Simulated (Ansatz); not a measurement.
Consider the adduct formation: `[CH3][Al]([CH3])[Cl]` + H₂S → `[CH3][Al-]([CH3])([SH2+])[Cl]`.

Program: Ansatz. Geometries: PBE0-D4/def2-TZVP. ΔE: electronic, gas phase. CCSD(T)/CBS adds triple-zeta CCSD(T) − MP2 to the extrapolated MP2 energy (def2 sets, frozen cores). This one scheme is used for every species. Functionals use def2-TZVPP. B3LYP here is the variant with VWN-RPA as its local correlation; programs differ in this. HSE06 is defined as in plane-wave codes. Each species was taken in one conformer, which may not be the lowest.

```tsv
level	ΔE (kcal/mol)	difference from CCSD(T)/CBS
LDA (SPW92)	-16.6	-4.3
PBE-D4	-13.4	-1.1
revPBE-D4	-13.3	-1.0
B97M-V	-11.4	0.9
PBE0-D4	-13.6	-1.3
B3LYP-D4	-12.0	0.3
r2SCANh-D4	-13.4	-1.1
r2SCAN0-D4	-13.5	-1.2
HSE06-D4	-13.6	-1.3
CAM-B3LYP-D4	-11.9	0.4
ωB97X-V	-12.6	-0.3
ωB97M-V	-12.5	-0.2
B2PLYP	-9.7	2.6
PBE-QIDH	-12.6	-0.3
PBE	-10.6	1.7
revPBE	-7.4	4.9
BLYP	-6.0	6.3
r2SCAN	-12.6	-0.3
PBE0	-11.1	1.2
B3LYP	-7.6	4.7
r2SCANh	-12.6	-0.3
HSE06	-11.2	1.1
BHLYP	-8.8	3.5
CAM-B3LYP	-9.2	3.1
LC-ωPBE	-11.2	1.1
RPA@PBE/def2-TZVPP	-11.1	1.2
HF/def2-SVP	-7.7	4.6
CCSD/def2-SVP	-11.9	0.4
CCSD(T)/def2-SVP	-12.5	-0.2
HF/def2-TZVPP	-6.0	6.3
MP2/def2-TZVPP	-12.8	-0.5
SCS-MP2/def2-TZVPP	-11.3	1.0
CCSD/def2-TZVPP	-11.0	1.3
CCSD(T)/def2-TZVPP	-12.0	0.3
HF/def2-QZVPP	-5.7	6.6
MP2/def2-QZVPP	-12.9	-0.6
SCS-MP2/def2-QZVPP	-11.4	0.9
HF/CBS(def2)	-5.7	6.6
MP2/CBS(def2)	-13.1	-0.8
CCSD/CBS(def2)	-11.3	1.0
CCSD(T)/CBS	-12.3	0
```

Largest T1 diagnostic among the species: 0.009.

The D4 term adds −4.5 kcal/mol with B3LYP and −2.5 kcal/mol with PBE0; it sums over pairs of atoms, weighted by their polarisabilities, and B3LYP, whose exchange is more repulsive, gets the larger term. In def2-TZVPP, CCSD(T) changes the Hartree–Fock value by −6.0 kcal/mol (the triples alone add −1.0 kcal/mol) and MP2 by −6.8 kcal/mol.
